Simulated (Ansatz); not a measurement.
Reaction (redistribution): `B[Si](O)(F)Cl` + `BCBO` → `B[Si](O)(O)F` + `BCBCl`

Isolated molecules relaxed with PBE0-D4/def2-TZVP in Ansatz; ΔE leaves out vibrations. CCSD(T)/CBS is the MP2 limit (def2-TZVPP, def2-QZVPP) plus CCSD(T) − MP2 in def2-TZVPP, frozen cores. Functionals use def2-TZVPP. HSE06 is defined as in plane-wave codes. One conformer a species, not always the lowest.

```tsv
level	ΔE (kJ/mol)
LDA (SPW92)	44.2
HSE06-D4	41.2
```

Problem. What does CCSD(T)/CBS give? (Best estimate.)

Solution. Computed: +35.4 kJ/mol. The listed levels differ from it by 8.8, 5.8 kJ/mol.

Largest T1 diagnostic among the species: 0.013.

At CCSD(T), def2-SVP lies +14.9 kJ/mol from the extrapolated value and def2-TZVPP −1.3 kJ/mol. Leaving LDA and LC-ωPBE aside and taking each functional with its dispersion term where it has one, the values, not all of them listed here, spread over 7.0 kJ/mol, from PBE-QIDH to PBE-D4. From BLYP to BHLYP (50 % exact exchange), in def2-TZVPP and without D4, ΔE moves by −4.8 kJ/mol.
